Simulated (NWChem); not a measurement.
A series in which one site is exchanged, each optimised at PBE0/def2-SVP with NWChem, gas phase unless a solvent is named. This build's default masses of Se (78.918 u) and Br (79.917 u) are each other's, which moves their modes by up to 0.6 %. For some, no frequency run checked for a minimum. def2 effective core potentials on Cd; no spin-orbit coupling.

A: [SeH][SeH] (H₂Se₂; site = Se)
B: [SeH]O (H2SeO; site = O)
C: [SeH][CdH] (CdH2Se; site = Cd)
D: [MgH][SeH] (MgH2Se; site = Mg)

Values for A:

| Quantity | Result |
|---|---|
| dipole (D), PBE0/def2-SVP | 1.04 |
| orbital gap (eV), PBE0/def2-SVP | 5.59 |
| vertical ionisation energy, ΔSCF, B3LYP/def2-SVP (eV) | 9.34 |
| lowest singlet excitation, B3LYP/def2-SVPD, TDA (eV) | 3.79 |

How do these values change for the other members?


| change from A | B | C | D |
|---|---|---|---|
| dipole (D), PBE0/def2-SVP | +0.67 | +0.25 | 0.00 |
| orbital gap (eV), PBE0/def2-SVP | +0.26 | +0.21 | +0.28 |
| vertical ionisation energy, ΔSCF, B3LYP/def2-SVP (eV) | +0.13 | -0.32 | -0.25 |
| lowest singlet excitation, B3LYP/def2-SVPD, TDA (eV) | -0.01 | +0.61 | +0.58 |
